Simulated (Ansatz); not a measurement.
The cluster IrPt₃⁻, relaxed as a quintet with UKS PBE-D4/def2-SVPD in Ansatz, starting from the PBE-D4/def2-SVPD geometry of the charge -1 singlet. Force threshold 0.02 eV/Å.

In the def2 sets Ir, Pt take a core potential; there is no spin–orbit coupling. The relaxation made no stability test and no search for a lower SCF solution. The structure comes from a short search, and lower isomers may exist.

Start:

Cartesian coordinates in Å:
```
Ir 0.534 0.098 0.145
Pt -1.808 0.109 0.974
Pt 2.573 -1.024 0.250
Pt -1.299 0.817 -1.369
```

Question: Estimate the energy that the relaxation releases and the steps that it takes.

Answer: 3.5 kcal/mol, in 5 steps; 5.5 s on 4 threads of AMD EPYC 9R45 on a shared host. No frequencies were taken in this run, so the end may be a saddle point.

Question: Does the start keep its bonding and symmetry?

Answer: By distances, no bond broke or formed. The bond that changes most is Pt2–Pt4, from 2.50 to 2.69 Å (atoms count from 1). Point group Cs at the start, C2v at the end, both within 0.05 Å.

Question: Predict the relaxed structure.

Answer: 
```xyz
4

Ir    0.4055   -0.1424    0.0451
Pt   -1.7828    0.1433    1.0918
Pt    2.6119   -0.9072    0.2933
Pt   -1.2346    0.9063   -1.4301
```
Bond lengths (bridged metal pairs left out): 3 × Ir–Pt 2.35 to 2.44 Å; 1 × Pt–Pt 2.69 Å.
